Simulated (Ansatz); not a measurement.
Cl₃H₂NSi, SMILES `N[Si](Cl)(Cl)Cl`. Charge 0, multiplicity 1.

```xyz
7

N    -0.546    0.681    0.705
Si    0.230   -0.398   -0.327
Cl    1.688    0.411   -1.505
Cl    1.115   -1.835    0.804
Cl   -1.161   -1.197   -1.574
H    -1.232    1.329    0.353
H    -0.094    1.008    1.544
```

**Question.** Give the diagnostics of a CCSD(T)/def2-TZVPP run (frozen core, Ansatz 0.2.0). (Best estimate.)

**Answer.** Ansatz gave: T1 = 0.0087, largest single amplitude 0.014, largest double 0.018, (T) share of the correlation energy 4.1 %, 8 CCSD cycles. The RHF solution is stable towards an unrestricted one. T1 lies under the customary mark of 0.02 for closed shells.
